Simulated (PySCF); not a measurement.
B (boron, neutral): UHF calculation

Configuration: [He] 2s2 2p1, 2P determinant. All numbers are calculated (PySCF 2.14, no relativity, point nucleus, in def2-TZVP).

```json
{
  "Total energy": "-24.532333 hartree",
  "One-electron energy": "-32.3685 hartree",
  "Hartree (Coulomb) energy": "11.6056 hartree",
  "Exchange energy": "-3.7695 hartree",
  "Kinetic energy": "24.53306 hartree",
  "⟨S²⟩": "0.7607",
  "⟨L²⟩": "2.028",
  "Sum of ⟨r⟩": "6.798 bohr",
  "Sum of ⟨r²⟩": "15.76 bohr²",
  "Traceless quadrupole moment −½Σ⟨3z² − r²⟩ along its main axis": "-2.45 e·bohr²",
  "Density at the nucleus (Gaussians lack the cusp)": "69.7 bohr⁻³",
  "Spin density at the nucleus": "0.0126 bohr⁻³",
  "Langevin diamagnetic susceptibility": "-12.5 ×10⁻⁶ cm³/mol",
  "Time after the integrals": "0.13 s of wall time on 1 thread of Neoverse-N1 (shared host)"
}
```

| shell | electrons | mean orbital energy (eV) | rms radius, mean of both spins (bohr) |
| --- | --- | --- | --- |
| 1s α | 1 | -209.56 | 0.379 |
| 1s β | 1 | -209.14 | 0.379 |
| 2s α | 1 | -14.829 | 2.18 |
| 2s β | 1 | -12.134 | 2.18 |
| 2p α | 1 | -8.670 | 2.45 |
